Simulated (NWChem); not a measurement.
System: NbCl$_{4}$ cation; SMILES [Cl][Nb+]([Cl])([Cl])[Cl]

Input file for NWChem:

```
start job
memory heap 200 mb stack 900 mb global 1100 mb
charge 1
geometry units angstroms noautoz
  Nb     0.000000     0.000000     0.000000
  Cl     1.088716    -1.431474     1.271689
  Cl    -1.088716     1.431474     1.271689
  Cl     1.431474     1.088716    -1.271689
  Cl    -1.431474    -1.088716    -1.271689
end
basis spherical
  * library def2-svp
end
ecp
  Nb library def2-ecp
end
dft
  xc xpbe96 cpbe96
  iterations 150
  mulliken
end
task dft energy
```

NWChem printed, in part:

```
             Northwest Computational Chemistry Package (NWChem) 7.3.0
             --------------------------------------------------------

 D2D symmetry detected

                             Geometry "geometry" -> ""
                             -------------------------

 Output coordinates in angstroms (scale by  1.889725989 to convert to a.u.)

  No.       Tag          Charge          X              Y              Z
 ---- ---------------- ---------- -------------- -------------- --------------
    1 Nb                  41.0000     0.00000000     0.00000000     0.00000000
    2 Cl                  17.0000     1.27169579     1.27169579     1.27168900
    3 Cl                  17.0000    -1.27169579    -1.27169579     1.27168900
    4 Cl                  17.0000    -1.27169579     1.27169579    -1.27168900
    5 Cl                  17.0000     1.27169579    -1.27169579    -1.27168900

 Effective nuclear repulsion energy (a.u.)     924.9160483000

      Symmetry information
      --------------------

 Group name             D2d
 Group number             32
 Group order               8
 No. of unique centers     2

 Summary of "ao basis" -> "ao basis" (spherical)
 ------------------------------------------------------------------------------
       Tag                 Description            Shells   Functions and Types
 ---------------- ------------------------------  ------  ---------------------
 Nb                         def2-svp                11       31   5s3p2d1f
 Cl                         def2-svp                 8       18   4s3p1d

      Symmetry analysis of basis
      --------------------------

        a1         21
        a2          6
        b1          7
        b2         19
        e          50

            General Information
            -------------------
          SCF calculation type: DFT
          Wavefunction type:  closed shell.
          No. of atoms     :     5
          No. of electrons :    80
           Alpha electrons :    40
            Beta electrons :    40
          Charge           :     1
          Spin multiplicity:     1
          Use of symmetry is: on ; symmetry adaption is: on
          Maximum number of iterations: 150
          AO basis - number of functions:   103
                     number of shells:    43
          Convergence on energy requested:  1.00D-06
          Convergence on density requested:  1.00D-05
          Convergence on gradient requested:  5.00D-04

              XC Information
              --------------
          PerdewBurkeErnzerhof Exchange Functional  1.000
            Perdew 1991 LDA Correlation Functional  1.000 local
           PerdewBurkeErnz. Correlation Functional  1.000 non-local

             Grid Information
             ----------------
          Grid used for XC integration:  medium
          Radial quadrature: Mura-Knowles
          Angular quadrature: Lebedev.
          Tag              B.-S. Rad. Rad. Pts. Rad. Cut. Ang. Pts.
          ---              ---------- --------- --------- ---------
          Nb                  1.45      123           8.0       590
          Cl                  1.00       88          10.0       590
          Grid pruning is: on
          Number of quadrature shells:   211
          Spatial weights used:  Erf1

      Superposition of Atomic Density Guess
      -------------------------------------

 Sum of atomic energies:       -1902.04581377

 Renormalizing density from      81.00 to     80

      Non-variational initial energy
      ------------------------------

 Total energy =   -1879.761771
 1-e energy   =   -3522.809932
 2-e energy   =    1175.562510
 HOMO         =      -0.703077
 LUMO         =      -0.284335

      Symmetry analysis of molecular orbitals - initial
      -------------------------------------------------

  Numbering of irreducible representations:

     1 a1          2 a2          3 b1          4 b2          5 e

  Orbital symmetries:

     1 a1          2 b2          3 e           4 e           5 a1
     6 b2          7 e           8 e           9 a1         10 b2
    11 e          12 e          13 b1         14 a1         15 b2
    16 e          17 e          18 a2         19 e          20 e
    21 a1         22 e          23 e          24 b2         25 a1
    26 b2         27 e          28 e          29 a1         30 b2
    31 e          32 e          33 b1         34 a1         35 e
    36 e          37 b2         38 e          39 e          40 a2
    41 a1         42 b1         43 e          44 e          45 b2
    46 a1         47 b2         48 e          49 e          50 a1

     ---------------------------------------------
      Total Density - Mulliken Population Analysis
     ---------------------------------------------

    Atom       Charge   Shell Charges
 -----------   ------   -------------------------------------------------------
    1 Nb  13    10.36  -0.33  1.62  0.74  0.31  0.02  5.93  0.37  0.08  1.23  0.33  0.06
    2 Cl  17    17.41   2.00  2.00  1.31  0.62  5.96  2.38  3.13  0.02
    3 Cl  17    17.41   2.00  2.00  1.31  0.62  5.96  2.38  3.13  0.02
    4 Cl  17    17.41   2.00  2.00  1.31  0.62  5.96  2.38  3.13  0.02
    5 Cl  17    17.41   2.00  2.00  1.31  0.62  5.96  2.38  3.13  0.02

 !! scf_movecs_sym_adapt:    1 vectors were symmetry contaminated

  Symmetry fudging

   convergence    iter        energy       DeltaE   RMS-Dens  Diis-err
 ---------------- ----- ----------------- --------- --------- ---------
 d= 0,ls=0.0,diis     1  -1895.9306270584 -2.36D+03  6.01D-02  3.75D+00
 d= 0,ls=0.0,diis     2  -1886.9406199825  8.99D+00  5.17D-02  5.68D+01

 !! scf_movecs_sym_adapt:    1 vectors were symmetry contaminated

  Symmetry fudging
 d= 0,ls=0.0,diis     3  -1896.4363542369 -9.50D+00  3.09D-03  4.19D-02

 !! scf_movecs_sym_adapt:    3 vectors were symmetry contaminated

  Symmetry fudging
 d= 0,ls=0.0,diis     4  -1896.4367963315 -4.42D-04  1.06D-03  2.64D-02

[...]
```

Level: PBE/def2-SVP with def2 effective core potentials on Nb. Structure relaxed at the PBE0/def2-SVP level. This spin state was assumed; another may lie lower. def2 effective core potentials on Nb; no spin-orbit coupling.
